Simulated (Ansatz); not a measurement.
Basis-set extrapolation for `FB(F)O[SiH3]` (PBE0-D4/def2-TZVP geometry, frozen core, Ansatz). Multiplicity 1, RHF reference.

```csv
,def2-TZVPP,def2-QZVPP
HF,-589.484615,-589.507960
MP2 correlation,-0.940879,-1.024307
CCSD(T) correlation,-0.994083,not run
```

Energies in hartree. Use E(X) = E(∞) + A·exp(−7.88·√X) for Hartree–Fock and E(X) = E(∞) + B·X^(−2.97) for correlation, with X = 3 and 4, and add CCSD(T) minus MP2 of the smaller set to the MP2 limit.

Q: What is the CCSD(T) energy at the basis-set limit?

A: HF limit: -589.507960 + (-0.023345) × 0.13774 = -589.51118. MP2 limit: -1.024307 + (-0.083428) × 0.74074 = -1.08611. Higher-order term: -0.994083 − (-0.940879) = -0.05320. Total: -590.65049 hartree, 451.0 kJ/mol below CCSD(T)/def2-TZVPP.
